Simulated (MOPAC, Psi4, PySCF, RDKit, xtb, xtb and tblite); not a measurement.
Two geometries of SMILES C=CCCN, relaxed at GFN2-xTB with one dihedral held; other torsions can differ between them too.

Structure A

```
14

C      2.3862     0.4087     0.1935
C      1.3641    -0.1641    -0.4139
C      0.0582    -0.4824     0.2373
C     -1.1087     0.2935    -0.4190
N     -2.3945    -0.3742    -0.3812
H      2.3454     0.6805     1.2357
H      3.3080     0.6258    -0.3187
H      1.4297    -0.4254    -1.4625
H      0.1014    -0.2704     1.3068
H     -0.1350    -1.5543     0.1113
H     -1.2198     1.2680     0.0610
H     -0.8730     0.4663    -1.4736
H     -2.6778    -0.5475     0.5779
H     -2.3414    -1.2703    -0.8543
```

Structure B

```
14

C     -2.3886     0.3897     0.1493
C     -1.3559    -0.1858    -0.4384
C     -0.0500    -0.4750     0.2268
C      1.1146     0.3242    -0.4190
N      1.5891     1.4509     0.3579
H     -2.3619     0.6787     1.1879
H     -3.3077     0.5900    -0.3746
H     -1.4090    -0.4651    -1.4829
H     -0.1086    -0.2367     1.2913
H      0.1577    -1.5440     0.1338
H      0.8055     0.7034    -1.3958
H      1.9728    -0.3357    -0.5721
H      0.8413     2.1225     0.4985
H      1.9048     1.1425     1.2715
```

Question: Which is lower in energy at the level M06-2X/def2-TZVP // GFN2-xTB (Psi4 1.11), and by how much?

Answer: A is lower, by 1.10 kcal/mol (dihedral C2–C3–C4–N5: 150° in A, 105° in B).

E(B) − E(A) in kcal/mol at the other levels, on the same two geometries: GFN2-xTB (xtb and tblite) 0.57; MMFF94 // GFN2-xTB (RDKit) 1.37; PBE/def2-TZVP // GFN2-xTB (Psi4) 1.04; PBE-D3(BJ)/def2-TZVP // GFN2-xTB (Psi4) 0.93; UFF // GFN2-xTB (RDKit) 1.17; PM6, restricted, heats of formation // GFN2-xTB (MOPAC) 0.12; AM1, restricted, heats of formation // GFN2-xTB (MOPAC) 0.44; GFN1-xTB // GFN2-xTB (xtb) 0.49; restricted B3LYP/6-31G*, spherical d // GFN2-xTB (PySCF) 1.32; restricted MP2 (frozen core)/6-31G*, spherical d // GFN2-xTB (PySCF) 1.38; restricted B3LYP/3-21G // GFN2-xTB (PySCF) 1.50; restricted Hartree-Fock/STO-3G // GFN2-xTB (PySCF) 1.20.
